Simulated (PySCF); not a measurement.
Question: Give a PBE0-D3(BJ)/def2-SVP geometry of sulfuryl chloride (`O=S(=O)(Cl)Cl`).

Answer: 
```xyz
5
Cl2O2S angstrom
O     -0.0521   -1.0754   -1.3868
S     -0.0569   -0.3600   -0.1409
O     -0.0928   -1.0022    1.1436
Cl     1.5361    0.9366   -0.1519
Cl    -1.5893    1.0050   -0.2014
```

Any rigid rotation of these coordinates is as good. Atoms count from 1 in this order. S2 (sulfonyl sulfur) is distorted tetrahedral (angles from 99.1° to 123.6°).

Bonds between heavy atoms (Å): O1=S2 1.437, S2=O3 1.437, S2–Cl4 2.054, S2–Cl5 2.053.

Computed with PySCF, PBE0-D3(BJ)/def2-SVP geometry optimisation, gas phase.

Point group: C2v (tolerance 0.08 Å). Not checked by PBE0-D3(BJ)/def2-SVP frequencies.

***

**Question.** What does the PBE0-D3(BJ)/def2-SVP structure of `Cl/C=C/I` look like in three dimensions?

**Answer.** 
```xyz
6
C2H2ClI angstrom
Cl    -2.101    0.307    0.588
C     -0.588   -0.361    0.105
C      0.489    0.399   -0.083
I      2.321   -0.405   -0.666
H     -0.599   -1.445   -0.027
H      0.481    1.482    0.055
```

Any rigid rotation of these coordinates is as good. Atoms count from 1 in this order. The 4 heavy atoms lie in one plane (0.000 Å rms).

Bonds between heavy atoms (Å): Cl1–C2 1.723, C2=C3 1.331, C3–I4 2.084.

Computed with PBE0-D3(BJ)/def2-SVP geometry optimisation, gas phase, def2 core potentials past Kr in PySCF 2.14.0.

Point group: Cs (tolerance 0.08 Å). PBE0-D3(BJ)/def2-SVP frequencies: not computed here.
